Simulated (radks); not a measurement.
The platinum anion Pt2-, [Hg], held by a Watson sphere: a shell of charge +2 at radius R that stands for the Madelung well of a crystal (potential energy -2/R inside, -2/r outside, in hartree with lengths in bohr). Calculated with a radial shooting solver on a logarithmic mesh with Libxc functionals: scalar-relativistic Kohn-Sham, LDA (Slater exchange, Perdew-Wang correlation), spin-polarised, spherical densities, finite nucleus; Fermi nuclear charge, rms radius of each element as measured or else 0.836 A^(1/3) + 0.57 fm. Response by self-consistent Sternheimer equations with the Hartree and adiabatic LDA kernel, the relativistic mass of each level held fixed and spin-orbit coupling left out. The sphere does not respond.

[
 {"R (bohr)": "4.06", "e(5p) (eV)": "-53.203", "e(6s) (eV)": "-5.285", "e(5d) (eV)": "-3.881", "<r> 5d (bohr)": "1.896", "sum of <r^2> (bohr^2)": "91.42", "X-ray form factor at sin(theta)/lambda = 0.1 1/angstrom": "74.672", "alpha (bohr^3)": "94.24"},
 {"R (bohr)": "4.93", "e(5p) (eV)": "-52.275", "e(6s) (eV)": "-4.204", "e(5d) (eV)": "-2.840", "<r> 5d (bohr)": "1.929", "sum of <r^2> (bohr^2)": "98.98", "X-ray form factor at sin(theta)/lambda = 0.1 1/angstrom": "74.515", "alpha (bohr^3)": "141.4"},
 {"R (bohr)": "5.32", "e(5p) (eV)": "-51.931", "e(6s) (eV)": "-3.799", "e(5d) (eV)": "-2.466", "<r> 5d (bohr)": "1.942", "sum of <r^2> (bohr^2)": "102.4", "X-ray form factor at sin(theta)/lambda = 0.1 1/angstrom": "74.463", "alpha (bohr^3)": "170.0"},
 {"R (bohr)": "6.12", "e(5p) (eV)": "-51.348", "e(6s) (eV)": "-3.105", "e(5d) (eV)": "-1.840", "<r> 5d (bohr)": "1.966", "sum of <r^2> (bohr^2)": "109.6", "X-ray form factor at sin(theta)/lambda = 0.1 1/angstrom": "74.386", "alpha (bohr^3)": "251.3"},
 {"R (bohr)": "6.18", "e(5p) (eV)": "-51.310", "e(6s) (eV)": "-3.060", "e(5d) (eV)": "-1.800", "<r> 5d (bohr)": "1.968", "sum of <r^2> (bohr^2)": "110.2", "X-ray form factor at sin(theta)/lambda = 0.1 1/angstrom": "74.381", "alpha (bohr^3)": "259.1"}
]
